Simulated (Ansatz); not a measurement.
```xyz
3

C     0.0000    0.0000   -0.5438
F     0.0000    0.9419    0.1813
F     0.0000   -0.9419    0.1813
```

Basis set: cc-pVDZ (spherical functions). Frozen core: 3 orbitals. Charge 0, multiplicity 1.

Computed with Ansatz (development build ahead of 0.2.0); each method stands on the lowest determinant of its kind that the runs found. Restricted open shells among the atoms or ions are ROHF, correlated in semicanonical orbitals with singles.

**Question.** Give the atomization energy at this shape (free ground-state atoms in the same class of orbitals less the molecule, no zero-point energy) of singlet CF2 by RHF-MP2, RHF.

**Answer.**

```tsv
method	atomization energy
RHF-MP2	220.46 kcal/mol
RHF	140.38 kcal/mol
```

Caution: no unrestricted run beside it, a lower state can exist; the shape is not the minimum.
